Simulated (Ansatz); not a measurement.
Molecule: ZnCl, net charge 1, singlet state. 
Coordinates optimised at B3LYP-D3(BJ)/def2-TZVP (Ansatz, a first-principles code):
```
Zn
Cl 1 2.0730
```
Charge +1, spin multiplicity 1.

Wanted: vertical ionisation energy (to the doublet state of charge +2; each state is the SCF solution reached for its spin), in eV. Correlated levels leave the core frozen unless marked. UHF or UKS for open shells. Spin-orbit coupling is left out. The frozen core is the preceding noble-gas configuration, with the filled d and f shells of earlier blocks. No relativistic terms. CBS marks a two-point X^-3 extrapolation of the correlation energy; Hartree-Fock from the larger set.

| level | program | vertical ionisation energy (eV) |
|---|---|---|
| B3LYP/def2-TZVPD | Ansatz | 17.78 |
| PBE0/def2-TZVPD | Ansatz | 17.61 |

Question: Predict the CCSD(T)/CBS(def2-TZVPPD,def2-QZVPPD) result (Ansatz).

Answer: 17.64 eV, so PBE0/def2-TZVPD differs from it by -0.03 eV.
